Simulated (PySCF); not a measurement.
Ga(H)(OH)(OMe) (CH5GaO2), SMILES C[O][GaH][OH].

The structure is a stationary point at PBE-D3(BJ)/def2-SVP. The structure was generated by enumeration; whether it is a known compound was not checked. One conformer was computed; it need not be the lowest.

The numbers are results of PySCF with C-PCM-M06-2X/def2-SVP, not measurements.

The values are the electrostatic part of the solvation free energy, E(continuum) − E(gas) at the gas-phase geometry, in a cavity of scaled van der Waals radii (PySCF's table); cavitation and dispersion terms are not included. A continuum can't describe solvent molecules that bind to the metal. In vacuum the orbital gap is 9.20 eV. The dipole moment in vacuum is 1.87 D.

Computed values in water (ε = 78.36), acetone (ε = 20.49), toluene (ε = 2.37):
```
solvent      ε  ΔG(elec) (kcal/mol)  dipole (D)  gap (eV)
-------  -----  -------------------  ----------  --------
water    78.36                 -7.9        2.35      9.67
acetone  20.49                 -7.6        2.33      9.65
toluene   2.37                 -4.4        2.13      9.45
```
